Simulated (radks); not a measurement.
Results of a calculation; reference values are marked as such.
Charge is removed step by step from the 2p (averaged over the sub-levels emptied) level of Re, starting from [Xe] 4f14 5d5 6s2. Level of theory: Dirac Kohn-Sham, LDA (Slater exchange, Perdew-Wang correlation), spin-unpolarised, spherical densities, finite nucleus; open shells are shared between the two j in proportion to 2j + 1; Fermi nuclear charge, rms radius 5.3698 fm (a radial shooting solver on a logarithmic mesh with Libxc functionals).

| removed (e) | E - E(0) (eV) | eigenvalue (eV) | E minus straight line (eV) |
|---|---|---|---|
| 0 | 0.000 | -10899.3 | 0.000 |
| 0.25 | 2732.2 | -10958.1 | -22.180 |
| 0.5 | 5479.1 | -11017.2 | -29.625 |
| 0.75 | 8240.8 | -11076.6 | -22.256 |
| 1 | 11017.4 | -11136.3 | 0.000 |

Removing the whole electron costs 11017.4 eV by Delta-SCF, against 10899.3 eV from minus the eigenvalue at the starting occupation. Slater's transition state (half an electron removed) gives 11017.2 eV. Integrating minus the eigenvalue over the occupation (Janak's theorem) gives 11017.4 eV. The mean slope of the eigenvalue, de/dn, is 237 eV per electron.
